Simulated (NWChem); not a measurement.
# Basis-set convergence for HISi

```xyz
3

Si    -1.3031     1.4415     0.0000
H     -0.1995     2.5309     0.0000
I      0.3480    -0.4285     0.0000
```
Charge 0, spin multiplicity 1.

Everything below was run with NWChem. Structure: optimised with PBE/def2-SVP with def2 effective core potentials on I, a minimum by its harmonic frequencies.

Quantity: vertical ionisation energy at the level ΔHF (Δ: difference of total energies, the cation a doublet at the parent's geometry with its hole in an orbital of symmetry a' (Cs labels); it is the state that the SCF runs reached, from PBE0 orbitals for Hartree-Fock references, and need not be the lowest).

Effective core potentials replace the inner electrons of I; spin-orbit coupling is left out. The structure started from a generated list of species. The stability of the SCF solutions was not checked. Open-shell Hartree-Fock references start from PBE0 orbitals; any time given for them includes that run.

Costs are rough ratios of processor time within this set of runs, SCF included, with def2-SVP as 1.

### Question
In def2-QZVP the value is 8.38 eV. Among def2-SVP, def2-SVPD, def2-TZVP, def2-TZVPP, def2-TZVPD, which is the smallest basis within 0.1 eV of it?

### Answer
def2-SVPD, with 67 functions against 182 and about 3 % of the time (also within reach: def2-TZVP, def2-TZVPP, def2-TZVPD). def2-QZVP isn't the basis-set limit itself, and a small set can land close by cancellation.

```csv
basis,functions,vertical ionisation energy (eV),relative cost
def2-SVP,49,8.50,1
def2-SVPD,67,8.45,under 3
def2-TZVP,93,8.38,under 3
def2-TZVPP,106,8.38,3
def2-TZVPD,111,8.38,4
def2-QZVP,182,8.38,50
```
